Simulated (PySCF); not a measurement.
Assigning NMR signals

Mapped SMILES: `[CH3:1][C:2]([CH3:3])([CH3:4])[SiH2:5][B:6]([OH:7])[OH:8]` (H(Xn): hydrogen on atom n).

No solvent, fast rotation and ring inversion assumed for equivalent nuclei, one conformer, relativity neglected. HF/pcSseg-1 with gauge-including orbitals; coordinates at the PBE0-D3(BJ)/def2-SVP level; PySCF 2.14.0 with density-fitted response routines.

Referencing at the same level of theory: $^{13}$C (190.85 ppm) and $^{1}$H (31.69 ppm) against TMS.

Problem. Assign these signals to the numbered atoms. $^{13}$C{$^{1}$H} NMR (computed): δ 26.5, 8.8.

Solution. 
```tsv
δ (ppm)	atoms	environment	reason
26.5	C1/C3/C4	methyl carbon	saturated and bonded to C and H only
8.8	C2	fully substituted sp3 carbon bonded to Si	an electropositive neighbour leaves it electron-rich and shielded
```

Problem. Assign these signals to the numbered atoms. $^{1}$H NMR (300 MHz, computed): δ 4.24 (br s, 2H), 3.22 (s, 2H), 1.04 (s, 9H).

Solution. 
| δ (ppm) | atoms | environment | reason |
| --- | --- | --- | --- |
| 4.24 | H(O7)/H(O8) | hydrogen on an oxygen bonded to B | exchangeable, gas-phase position |
| 3.22 | H(Si5) | hydrogen on a silicon bonded to C, B | – |
| 1.04 | H(C1)/H(C3)/H(C4) | hydrogen on a methyl carbon | – |

OH and NH positions are those of a molecule without intermolecular hydrogen bonds; in solution they move with solvent, concentration and temperature, and exchange usually removes their couplings. Shifts are as computed. Against solution values, carbons near 30 ppm lie about -0 ppm off and those near 130 ppm about +7 ppm. Of 1309 compounds with measured shifts, 239 miss one by over three times the rms of a fit or turn the order of signals round; such compounds aren't used in these exercises. Multiplicities follow the n + 1 count of equivalent neighbours, as no J values were calculated; m marks all less simple cases, F and P coupling included.
